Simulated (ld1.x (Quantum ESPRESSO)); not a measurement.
**Pr (Z = 59), PAW: configuration errors across variants**

| Quantity | Value |
| --- | --- |
| Element | praseodymium (Pr) |
| Generator | ld1.x (Quantum ESPRESSO) 7.5 |
| Type | PAW |
| Functional | PBE |
| Relativity | scalar-relativistic |
| Frozen core | [Kr] 4d10 |
| Valence charge | 13 |
| Reference configuration | 4f2 5s2 5p6 5d0 6s0 6p0 (charge +3) |
| Partial waves | 5s (bound): rcut 1.85, rcutus 2.30 bohr; 6s (bound, empty): rcut 1.85, rcutus 2.30 bohr; 5p (bound): rcut 2.10, rcutus 2.30 bohr; 6p (bound, empty): rcut 2.10, rcutus 2.30 bohr; 5d (bound, empty): rcut 2.45, rcutus 2.90 bohr; 5d channel at 0.05 Ry: rcut 2.45, rcutus 2.90 bohr; 4f (bound): rcut 1.30, rcutus 1.70 bohr; 4f channel at 0.35 Ry: rcut 1.30, rcutus 1.70 bohr |
| Local potential | all-electron potential smoothed inside 1.60 bohr (lloc = -1) |
| Core correction | Bessel-smoothed model core inside 0.95 bohr |
| Augmentation charge | PSQ, inside the norm-conserving radii |

All-electron excitation energies from the reference (eV): (1) 4f3 5s2 5p6 5d0 6s2 6p0 -37.925; (2) 4f3 5s2 5p6 5d0 6s1 6p0 -32.204; (3) 4f3 5s2 5p6 5d0 6s0 6p0 -21.578; (4) 4f2 5s2 5p6 5d1 6s1 6p0 -30.618; (5) 4f3 5s2 5p6 5d0 6s0 6p1 -29.311; (6) 4f3 5s2 5p5 5d0 6s2 6p0 -11.816; (7) 4f3 5s2 5p6 5d0 6s1 6p1 -35.656.

The overlap operator is not positive definite (basis up to 400 Ry) in “base”, “local potential all-electron potential smoothed inside 1.40 bohr (lloc = -2)”, “wave 4f channel at 0.35 Ry: rcut 1.30, rcutus 1.70 bohr becomes 4f channel at 3.05 Ry: rcut 1.30, rcutus 1.70 bohr”, “waves 5s (bound): rcut 1.85, rcutus 2.24 bohr; 6s (bound): rcut 1.85, rcutus 2.24 bohr”, “waves 5p (bound): rcut 2.10, rcutus 2.40 bohr; 6p (bound): rcut 2.10, rcutus 2.40 bohr”, “all radii but the core radius scaled by about 1.20 (s 2.76, p 2.76, d 3.48, f 2.04 bohr, rcut 2.22/2.52/2.94/1.56); local potential all-electron potential smoothed inside 1.92 bohr (lloc = -1)”, “waves 4f (bound): rcut 1.30, rcutus 2.22 bohr; 4f channel at 0.35 Ry: rcut 1.30, rcutus 2.22 bohr”, “local potential all-electron potential smoothed inside 2.50 bohr (lloc = -1)”. Such files are unfit for use, however small their errors in these radial tests.

Tests that are not counted but printed errors over 1 eV. “type TM; waves now 5p (bound): rc 2.30 bohr; 5d (bound): rc 2.90 bohr; 4f (bound): rc 1.70 bohr; 5s (bound): rc 2.30 bohr; local potential the s channel”: 4f3 5s2 5p5 5d0 6s2 6p0 (solver errors, printed error +1.8 eV).

Errors AE − PS in meV (a dash: test not solved or not reliable):

| change | (1) | (2) | (3) | (4) | (5) | (6) | (7) | bound ghosts |
| --- | --- | --- | --- | --- | --- | --- | --- | --- |
| base | -82 | -91 | -103 | +88 | -102 | -106 | -90 | not determined (overlap not positive) |
| local potential all-electron potential smoothed inside 1.40 bohr (lloc = -2) | -122 | -132 | -142 | +160 | -139 | -175 | -129 | not determined (overlap not positive) |
| wave 4f channel at 0.35 Ry: rcut 1.30, rcutus 1.70 bohr becomes 4f channel at 3.05 Ry: rcut 1.30, rcutus 1.70 bohr | -81 | -89 | -99 | +87 | -98 | -97 | -88 | not determined (overlap not positive) |
| waves 5s (bound): rcut 1.85, rcutus 2.24 bohr; 6s (bound): rcut 1.85, rcutus 2.24 bohr | – | – | – | – | – | – | – | not determined (overlap not positive) |
| waves 5p (bound): rcut 2.10, rcutus 2.40 bohr; 6p (bound): rcut 2.10, rcutus 2.40 bohr | – | – | – | – | – | – | – | not determined (overlap not positive) |
| type TM; waves now 5p (bound): rc 2.30 bohr; 5d (bound): rc 2.90 bohr; 4f (bound): rc 1.70 bohr; 5s (bound): rc 2.30 bohr; local potential the s channel | +978 | +731 | +108 | +1002 | +123 | – | +604 | none |
| all radii but the core radius scaled by about 1.20 (s 2.76, p 2.76, d 3.48, f 2.04 bohr, rcut 2.22/2.52/2.94/1.56); local potential all-electron potential smoothed inside 1.92 bohr (lloc = -1) | – | – | – | – | – | – | – | not determined (overlap not positive) |
| waves 4f (bound): rcut 1.30, rcutus 2.22 bohr; 4f channel at 0.35 Ry: rcut 1.30, rcutus 2.22 bohr | -25 | -36 | -56 | +88 | -54 | -55 | -37 | not determined (overlap not positive) |
| local potential all-electron potential smoothed inside 2.50 bohr (lloc = -1) | – | – | – | – | – | – | – | not determined (overlap not positive) |

Problem. Give the same row for: waves 5d (bound): rcut 2.45, rcutus 3.20 bohr; 5d channel at 0.05 Ry: rcut 2.45, rcutus 3.20 bohr.

Solution. -82, -91, -103, –, –, –, –; bound ghosts: none.
